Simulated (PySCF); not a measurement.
C4H8Ge, SMILES [GeH2]([CH]=C)[CH]=C.

Geometry optimised at r2SCAN-D4/def2-SVP. One conformer was computed; it need not be the lowest.

Method: TDA-PBE/def2-SVPD run with PySCF.

Vertical excitations. Gas-phase values at a fixed geometry. State labels are in the subgroup C2.

Problem. Estimate the UV-visible absorptions. (Estimate from the structure and the level; the computed values follow.)

Solution. 
```json
[
 {"state": "S1", "symmetry": "B", "energy (eV)": "5.37", "λ (nm)": "231", "f": "0.033", "main pairs": "HOMO→LUMO 61 %, HOMO−1→LUMO+1 39 %"},
 {"state": "S2", "symmetry": "A", "energy (eV)": "5.42", "λ (nm)": "229", "f": "0.000", "main pairs": "HOMO−1→LUMO 61 %, HOMO→LUMO+1 36 %"},
 {"state": "S3", "symmetry": "B", "energy (eV)": "5.97", "λ (nm)": "208", "f": "0.054", "main pairs": "HOMO−2→LUMO 86 %"},
 {"state": "S4", "symmetry": "A", "energy (eV)": "6.10", "λ (nm)": "203", "f": "0.003", "main pairs": "HOMO−3→LUMO 48 %, HOMO→LUMO+1 23 %, HOMO−2→LUMO+1 19 %, HOMO−1→LUMO 8 %"},
 {"state": "S5", "symmetry": "A", "energy (eV)": "6.49", "λ (nm)": "191", "f": "0.007", "main pairs": "HOMO−2→LUMO+1 67 %, HOMO−3→LUMO 29 %"},
 {"state": "S6", "symmetry": "B", "energy (eV)": "6.54", "λ (nm)": "190", "f": "0.109", "main pairs": "HOMO−4→LUMO 80 %"},
 {"state": "S7", "symmetry": "B", "energy (eV)": "6.69", "λ (nm)": "185", "f": "0.163", "main pairs": "HOMO−3→LUMO+1 58 %, HOMO−1→LUMO+1 12 %, HOMO−4→LUMO 11 %"},
 {"state": "S8", "symmetry": "B", "energy (eV)": "6.79", "λ (nm)": "183", "f": "0.002", "main pairs": "HOMO→LUMO+2 93 %"},
 {"state": "S9", "symmetry": "A", "energy (eV)": "6.91", "λ (nm)": "179", "f": "0.013", "main pairs": "HOMO−4→LUMO+1 35 %, HOMO−1→LUMO+2 28 %, HOMO→LUMO+3 20 %, HOMO→LUMO+1 5 %"},
 {"state": "S10", "symmetry": "A", "energy (eV)": "6.94", "λ (nm)": "179", "f": "0.004", "main pairs": "HOMO−1→LUMO+2 69 %, HOMO−4→LUMO+1 22 %"},
 {"state": "T1", "symmetry": "B", "energy (eV)": "4.29", "λ (nm)": "289", "f": "0", "main pairs": "HOMO→LUMO 72 %, HOMO−1→LUMO+1 21 %"},
 {"state": "T2", "symmetry": "A", "energy (eV)": "4.32", "λ (nm)": "287", "f": "0", "main pairs": "HOMO−1→LUMO 60 %, HOMO→LUMO+1 33 %"},
 {"state": "T3", "symmetry": "A", "energy (eV)": "5.23", "λ (nm)": "237", "f": "0", "main pairs": "HOMO→LUMO+1 61 %, HOMO−1→LUMO 36 %"},
 {"state": "T4", "symmetry": "B", "energy (eV)": "5.32", "λ (nm)": "233", "f": "0", "main pairs": "HOMO−1→LUMO+1 54 %, HOMO→LUMO 25 %, HOMO−2→LUMO 20 %"}
]
```
Triplets are in the Tamm–Dancoff approximation.
